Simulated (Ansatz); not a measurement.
Start from `[SiH3][SeH]` and change one atom or group to get `Cl[SiH2][SeH]`.

Ansatz, PBE0-D4/def2-TZVP geometries, multiplicity 1. Each molecule was computed in one conformer, which needn't be the lowest.

Scalar relativity is left out up to krypton.

```
                                          property  `[SiH3][SeH]`
           HOMO–LUMO gap (ωB97M-V/def2-TZVPP) / eV          10.86
             LUMO energy (ωB97M-V/def2-TZVPP) / eV           1.60
             HOMO–LUMO gap (B3LYP/def2-TZVPP) / eV           6.54
  size of the dipole moment (B3LYP/def2-TZVPP) / D           0.85
    size of the dipole moment (PBE/def2-TZVPP) / D           0.79
size of the dipole moment (ωB97M-V/def2-TZVPP) / D           0.89
```

Give the same properties after the change, and the shifts. (An estimate is asked.)

The calculation gave: 
```json
{"property": "HOMO–LUMO gap (ωB97M-V/def2-TZVPP) / eV", "`Cl[SiH2][SeH]`": "10.99", "shift": "0.13"}
{"property": "LUMO energy (ωB97M-V/def2-TZVPP) / eV", "`Cl[SiH2][SeH]`": "1.49", "shift": "-0.11"}
{"property": "HOMO–LUMO gap (B3LYP/def2-TZVPP) / eV", "`Cl[SiH2][SeH]`": "6.51", "shift": "-0.03"}
{"property": "size of the dipole moment (B3LYP/def2-TZVPP) / D", "`Cl[SiH2][SeH]`": "1.57", "shift": "0.72"}
{"property": "size of the dipole moment (PBE/def2-TZVPP) / D", "`Cl[SiH2][SeH]`": "1.48", "shift": "0.69"}
{"property": "size of the dipole moment (ωB97M-V/def2-TZVPP) / D", "`Cl[SiH2][SeH]`": "1.58", "shift": "0.69"}
```

Dipoles are sizes alone; their direction can turn.

B3LYP here is the variant with VWN-RPA as its local correlation; programs differ in this.

Spin–orbit coupling is left out; it splits and shifts lone-pair levels of the heavy atoms by tenths of an eV.
